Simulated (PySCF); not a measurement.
## Working with the constants of NaTe⁺

UHF-CCSD(T) constants of NaTe⁺, ³Σ⁻ (triplet), unpaired electrons π ↑↑ (PySCF, spin-free X2C with a Gaussian nucleus, basis sets Na x2c-SVPall, Te x2c-SVPall; masses 22.9898 and 129.9062 u):

| Item | Value |
| --- | --- |
| ωe | 140.0 cm⁻¹ |
| ωexe | 0.883 cm⁻¹ |
| Be | 0.08342 cm⁻¹ |
| αe | 0.000690 cm⁻¹ |
| D (centrifugal) | 1.18e-07 cm⁻¹ |
| De to Na⁺ + Te | 0.74 eV |

Q: Give the vibrational terms G(v) and spacings up to v = 6.

A: G(v) = ωe(v+½) − ωexe(v+½)².

| v | G(v) (cm⁻¹) | G(v) − G(v−1) | Bv (cm⁻¹) |
| --- | --- | --- | --- |
| 0 | 69.8 |  | 0.08307 |
| 1 | 208.0 | 138.2 | 0.08238 |
| 2 | 344.5 | 136.5 | 0.08169 |
| 3 | 479.2 | 134.7 | 0.08100 |
| 4 | 612.1 | 132.9 | 0.08031 |
| 5 | 743.3 | 131.2 | 0.07963 |
| 6 | 872.7 | 129.4 | 0.07893 |

Q: How well does the Morse estimate ωe²/(4ωexe) reproduce De, and what is D0?

A: It gives 0.69 eV, 93 % of the computed De. D0 = De − G(0) = 0.74 − 0.01 = 0.73 eV.

Correlated steps freeze 19 core orbitals. Correlated levels converge slowly with the basis: in double zeta they bind strong bonds too weakly, by up to about 1 eV, and carry superposition errors of some tenths. These are scalar-relativistic numbers at best; spin–orbit coupling would shift them, the dissociation energy most. For an ion De counts to the pair picked by the measured ionisation energies or electron affinities, which need not be the lowest pair at this level. The state was picked by a PBE0 search and need not be the measured ground state.
